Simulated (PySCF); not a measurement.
# Frontier orbitals and the lowest excitations

Species: C₇H₁₁F₃O₂S.
Cartesian coordinates in Å at the PBE0-D3(BJ)/def2-SVP level; atoms count from 1:
```
atom  x, y, z in Å
C1    -2.8334    0.2191    0.8496
O2    -1.6493   -0.2691    0.2749
C3    -0.8051    0.6806   -0.3006
C4     0.6458    0.2738   -0.0769
C5     1.0086   -1.1336   -0.5710
C6     2.3023   -1.5655    0.1261
S7     2.7213   -0.3277    1.4366
O8     3.5079    0.7472    0.7348
C9     0.9955    0.2672    1.4029
C10   -1.1467    0.8632   -1.7785
F11   -1.0949   -0.2809   -2.4583
F12   -2.3850    1.3540   -1.9212
F13   -0.3045    1.7244   -2.3552
H14   -3.3374   -0.6338    1.3236
H15   -3.5120    0.6611    0.1020
H16   -2.6196    0.9773    1.6265
H17   -0.9581    1.6780    0.1562
H18    1.2987    1.0169   -0.5629
H19    1.1174   -1.1621   -1.6634
H20    0.1865   -1.8150   -0.3064
H21    3.1926   -1.5222   -0.5170
H22    2.2444   -2.5642    0.5840
H23    0.3560   -0.4294    1.9696
H24    0.9969    1.2572    1.8815
```

Computed with PySCF, TDDFT B3LYP/def2-SVPD, vertical, gas phase, core orbitals frozen in the response.

Frontier orbitals with the atoms that hold most of them (Löwdin shares over 4%, at most four atoms; ? is withheld):

| orbital | ε (eV) | atoms |
| --- | --- | --- |
| LUMO+2 | 0.33 | S7 30%, H17 9%, C6 7%, C1 6% |
| LUMO+1 | 0.23 | S7 38%, C6 10%, H22 9%, C9 7% |
| LUMO | -0.09 | S7 28%, C1 9%, C9 7%, H23 6% |
| HOMO | -6.58 | ? |
| HOMO-1 | -7.48 | ? |
| HOMO-2 | -8.17 | O2 55%, C1 11%, C3 6%, H15 6% |
| HOMO-3 | -9.43 | O2 27%, C5 14%, C4 8%, C1 7% |

(1) Give the leading atoms of the HOMO-1.

(2) Which atoms hold the HOMO, and with what shares?

(3) The HOMO–LUMO gap is 6.48 eV. Where does the response calculation put the lowest singlet, and from which orbitals?

## Answers

(1) O8 (bonded to S) 65%; S7 (bonded to 2 C and O) 11%; C9 (bonded to C, S and 2 H) 9%; C6 (bonded to C, S and 2 H) 8%. By element: oxygen 65% or more, carbon 18% or more, sulfur 11%.

(2) O8 (bonded to S) 55%; S7 (bonded to 2 C and O) 28%; C6 (bonded to C, S and 2 H) 6%; C9 (bonded to C, S and 2 H) 5%. By element: oxygen 55% or more, sulfur 28%, carbon 11% or more.

(3) S1 is at 5.51 eV (f = 0.025), 0.97 eV below the gap, made of HOMO→LUMO (74%), HOMO→LUMO+1 (18%). 

Next come S2 at 5.86 eV (f 0.010), HOMO→LUMO+3 (55%), HOMO→LUMO+4 (23%); S3 at 5.98 eV (f 0.019), HOMO→LUMO+1 (66%), HOMO→LUMO (13%), HOMO→LUMO+3 (12%); S4 at 6.16 eV (f 0.021), HOMO→LUMO+2 (76%); S5 at 6.38 eV (f 0.0024), HOMO→LUMO+4 (50%), HOMO→LUMO+3 (24%), HOMO→LUMO+6 (9%).

Löwdin shares depend on the basis, the more so with diffuse functions.

One conformer stands for the species.
